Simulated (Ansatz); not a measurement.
Input for Ansatz (development build ahead of 0.2.0):

```yaml
crystal:
  periodic: [false, false, false]
  atoms:
    - { symbol: C, position_ang: [0.03139, -0.03647, -1.82784] }
    - { symbol: I, position_ang: [0.01771, 0.02572, 0.36624] }
    - { symbol: H, position_ang: [0.00319, -1.08425, -2.17825] }
    - { symbol: H, position_ang: [-0.87664, 0.54435, -2.11579] }
    - { symbol: H, position_ang: [0.9017, 0.56382, -2.17753] }
basis:
  gaussian: { orbitals: def2-TZVP }
hamiltonian:
  xc: hf
correlation:
  method: mp2
  frozen_orbitals: { C: 1, H: 0, I: 4 }
```

The input is written out in the form of the current development build from the run's settings. The basis set brings a core potential for I, so the total leaves out those core electrons.

Output:

```json
{
  "Converged": "yes",
  "Reference energy": "-336.28402 hartree",
  "Correlation energy": "-0.67339 hartree",
  "Total energy": "-336.95741 hartree",
  "Spin squared of the determinant": "0.000"
}
```
